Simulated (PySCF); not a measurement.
Run record for `C=C/C=C/C=C(F)F`: wB97X/pcSseg-1, grid level 3, energy threshold 1e-06 Eh, full TDDFT, 25 singlets.

Method: TDDFT wB97X/pcSseg-1, vertical, gas phase, core orbitals frozen in the response (PySCF 2.14.0, density-fitted response routines). Geometry: GFN2-xTB. The command runs a driver script over a list of jobs; the input below is this job's line of settings and its coordinates in Å.

Command:
```bash
OMP_NUM_THREADS=1 python probes_run.py task.json out
```

Input:
```
{"job": {"kind": "uv", "xc": "wB97X", "basis": "pcSseg-1", "nstates": 25, "ntriplets": 5, "tda": false, "scf": {"conv": 1e-06}, "grid": 3}, "charge": 0, "multiplicity": 1}
C      1.038043     2.887863     0.149742
C      1.003668     1.583299    -0.114969
C      0.024983     0.686329     0.437822
C     -0.010907    -0.629837     0.171576
C     -0.993225    -1.518767     0.728186
C     -1.035741    -2.821618     0.472389
F     -0.198373    -3.486206    -0.317184
F     -1.934339    -3.662267     0.976319
H      0.317842     3.348728     0.805589
H      1.782147     3.536518    -0.277963
H      1.738392     1.143682    -0.776683
H     -0.712312     1.120918     1.100486
H      0.722704    -1.070480    -0.489911
H     -1.743559    -1.118634     1.392461
```

Output:
```
final grid: 172080 points
cycle   1  E = -431.5928615265  dE =  1.566e+00  |g| = 7.662e-01  |ddm| = 3.471e+00
cycle   2  E = -431.6007358980  dE = -7.874e-03  |g| = 8.448e-01  |ddm| = 9.286e-01
cycle   3  E = -431.7198374043  dE = -1.191e-01  |g| = 4.974e-02  |ddm| = 4.634e-01
cycle   4  E = -431.7208041391  dE = -9.667e-04  |g| = 2.769e-02  |ddm| = 9.494e-02
cycle   5  E = -431.7210310517  dE = -2.269e-04  |g| = 1.028e-02  |ddm| = 3.490e-02
cycle   6  E = -431.7210727987  dE = -4.175e-05  |g| = 2.617e-03  |ddm| = 1.629e-02
cycle   7  E = -431.7210785910  dE = -5.792e-06  |g| = 1.261e-03  |ddm| = 7.297e-03
cycle   8  E = -431.7210794069  dE = -8.159e-07  |g| = 3.159e-04  |ddm| = 2.673e-03
converged SCF energy = -431.7210794069

Static polarisability (au): isotropic 79.054, principal 29.171 55.973 152.016

Singlet excitations
state   eV       nm        f      main configurations
  1   5.1922    238.8   1.14724   H->L 0.98
  2   7.2406    171.2   0.00021   H->L+2 0.91
  3   7.2471    171.1   0.00333   H-1->L 0.88
  4   7.5500    164.2   0.00011   H->L+1 0.84
  5   7.6148    162.8   0.00038   H-2->L 0.89
  6   7.7771    159.4   0.00058   H->L+3 0.64, H->L+4 0.21
  7   8.0335    154.3   0.01891   H->L+5 0.83, H-3->L 0.10
  8   8.0784    153.5   0.00562   H->L+4 0.61, H->L+3 0.22
  9   8.4202    147.2   0.00028   H-4->L 0.81
 10   8.6693    143.0   0.03214   H-3->L 0.81, H-1->L+1 0.08
 11   8.6925    142.6   0.00009   H-5->L 0.82
 12   8.8359    140.3   0.01360   H->L+6 0.73, H-1->L+2 0.16
 13   9.0959    136.3   0.02606   H->L+7 0.63, H->L+8 0.12
 14   9.3560    132.5   0.00555   H->L+8 0.31, H->L+9 0.21, H->L+7 0.10
 15   9.8339    126.1   0.00113   H-6->L 0.46, H-7->L 0.18, H-4->L+1 0.09
 16  10.0684    123.1   0.00022   H->L+9 0.35, H->L+8 0.19, H-1->L+6 0.10
 17  10.1317    122.4   0.00884   H->L+10 0.34, H-1->L+2 0.15, H->L+8 0.10
 18  10.1978    121.6   0.00008   H-7->L 0.21, H-5->L+1 0.17, H-10->L 0.10
 19  10.2493    121.0   0.15611   H-1->L+1 0.69, H-3->L+5 0.09, H-1->L+5 0.08
 20  10.4167    119.0   0.00058   H-1->L+2 0.53, H->L+10 0.15
 21  10.5548    117.5   0.02347   H-1->L+5 0.62, H-3->L+1 0.21, H-1->L+1 0.09
 22  10.5952    117.0   0.00000   H-9->L 0.43, H-6->L 0.19, H-6->L+1 0.15
 23  10.6943    115.9   0.00371   H-2->L+1 0.25, H-1->L+3 0.19, H-2->L+5 0.12
 24  10.7247    115.6   0.00018   H-1->L+3 0.32, H-2->L+1 0.14
 25  10.9481    113.2   0.00042   H-10->L 0.44, H-7->L+1 0.18

Triplet excitations (Tamm-Dancoff, eV): 2.7023 4.4467 5.5102 7.1356 7.1890
```

H and L stand for HOMO and LUMO; the number after each pair is its weight.

**Question.** How does the lowest singlet excitation compare with the HOMO–LUMO gap?

**Answer.** HOMO -8.37 eV and LUMO 0.60 eV give a gap of 8.97 eV; S1 at 5.19 eV lies 3.78 eV below it.

**Question.** Give the mean polarisability as a volume in Å³, and the ratio of the largest to the smallest principal value.

**Answer.** 79.054 au × 0.148185 = 11.71 Å³; 152.016/29.171 = 5.21.

In short: SCF converged in 8 cycles with 166 basis and 856 fitting functions; HOMO -8.37 eV, LUMO 0.60 eV; lowest singlet 5.19 eV; lowest triplet 2.70 eV (Tamm–Dancoff); mean polarisability 79.1 au.

Time: 51 s wall; peak memory 0.91 GiB. Hardware: an Arm Neoverse V1 with one thread, shared host.

The values belong to the conformer `[CH2:1]=[CH:2]/[CH:3]=[CH:4]/[CH:5]=[C:6]([F:7])[F:8]`: C1–C2–C3–C4 180°, C3–C4–C5–C6 180°.
